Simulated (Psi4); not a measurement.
C$_{3}$H$_{9}$B (SMILES CB(C)C), singlet, geometry from GFN2-xTB. Base run: HF/STO-3G (Psi4).

The Psi4 input:
```
memory 2 GB

molecule mol {
0 1
B     0.000011    0.000265    0.000368
C     1.526233   -0.148233   -0.370683
H     1.837628   -1.191716   -0.340873
H     2.141736    0.362178    0.370156
H     1.791906    0.250783   -1.346705
C    -0.550142   -0.622278    1.341599
H    -1.311379   -1.371296    1.124130
H    -1.048682    0.134363    1.946360
H     0.207890   -1.095705    1.960904
C    -0.976066    0.770665   -0.970706
H    -1.997908    0.852717   -0.608273
H    -1.009992    0.277987   -1.942191
H    -0.611403    1.778441   -1.166611
}

set {
  basis sto-3g
  reference rhf
}

energy('scf')
print_variables()
```

Each row names what was changed in the base input (with any setting that the change needs).

```
change                                            ΔE vs base (eV)  point group used  SCF cycles
------------------------------------------------  ---------------  ----------------  ----------
base                                                         0.00                c1           6
jitter_ang = 0.002                                           0.00                c1           6
molecule keys = symmetry c1                                  0.00                c1           6
molecule keys = symmetry c1, no_reorient, no_com             0.00                c1           6
molecule keys = no_reorient                                  0.00                c1           6
```
